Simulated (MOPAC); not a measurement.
MOPAC input (MNDO):

```
MNDO PRECISE GNORM=0.05 LET XYZ CHARGE=1 GEO-OK AUX(PRECISION=9) THREADS=1
CH3Zn

Zn   -0.34635109 1   -0.19918104 1   -0.27335905 1
C     1.09346963 1    0.62883710 1    0.86302549 1
H     1.56320467 1   -0.22494741 1    1.34319911 1
H     0.54464400 1    1.28148225 1    1.53608599 1
H     1.72186619 1    1.14587364 1    0.14333342 1
```

From the last part of the output:

```
                                                       MOPAC v23.2.5 Linux

          FINAL HEAT OF FORMATION =        227.68664 KCAL/MOL =     952.64092 KJ/MOL

          COSMO AREA              =         67.47 SQUARE ANGSTROMS
          COSMO VOLUME            =         48.00 CUBIC ANGSTROMS

          GRADIENT NORM           =          0.04691          =       0.02098 PER ATOM
          IONIZATION POTENTIAL    =         17.718152 EV
          HOMO LUMO ENERGIES (EV) =        -17.718 -7.536
          NO. OF FILLED LEVELS    =          4
          MOLECULAR WEIGHT        =         80.4147         POINT GROUP:  C3v

          MOLECULAR DIMENSIONS (Angstroms)

            Atom       Atom       Distance
            H     3   Zn     1     2.48325
            H     5    H     4     1.84707
           Zn     1    H     4     1.44460

          SCF CALCULATIONS        =          7

   ATOM   CHEMICAL          X               Y               Z
  NUMBER   SYMBOL      (ANGSTROMS)     (ANGSTROMS)     (ANGSTROMS)

     1      Zn         -0.33191839  *  -0.19088103  *  -0.26196799  *
     2       C          1.06328908  *   0.61148239  *   0.83920652  *
     3       H          1.56207273  *  -0.23691874  *   1.34340734  *
     4       H          0.53325494  *   1.28468053  *   1.53823430  *
     5       H          1.72233137  *   1.14770790  *   0.13145781  *

                             CARTESIAN COORDINATES

   1   Zn       -0.331918394    -0.190881026    -0.261967988
   2    C        1.063289077     0.611482390     0.839206518
   3    H        1.562072734    -0.236918743     1.343407340
   4    H        0.533254942     1.284680534     1.538234304
   5    H        1.722331373     1.147707901     0.131457813

           Empirical Formula: C H3 Zn  =     5 atoms

      MOLECULAR POINT GROUP   :   C3v

                  EIGENVALUES
 -36.12385 -19.77535 -19.77531 -17.71815  -7.53576  -5.79116  -5.79116  -4.36309
  -1.24325  -1.24321  -0.03380

              NET ATOMIC CHARGES AND DIPOLE CONTRIBUTIONS

  ATOM NO.   TYPE          CHARGE      No. of ELECS.   s-Pop       p-Pop
    1         Zn           0.592420        1.4076     0.97045     0.43713
    2          C           0.185925        3.8141     1.24925     2.56483
    3          H           0.073885        0.9261     0.92611
    4          H           0.073885        0.9261     0.92612
    5          H           0.073885        0.9261     0.92611
 DIPOLE           X         Y         Z       TOTAL
 POINT-CHG.     1.663     0.957     1.313     2.325
 HYBRID        -2.767    -1.591    -2.184     3.867
 SUM           -1.103    -0.634    -0.871     1.542

          ATOMIC ORBITAL ELECTRON POPULATIONS

     Atom    s        px        py        pz
    1 Zn   0.97045   0.20555   0.09072   0.14085
    2  C   1.24925   0.79444   0.91054   0.85985
    3  H   0.92611
    4  H   0.92612
    5  H   0.92611

 **********************
 *                    *
 * JOB ENDED NORMALLY *
 *                    *
 **********************

 == MOPAC DONE ==
```

The dipole moment of an ion depends on the origin.
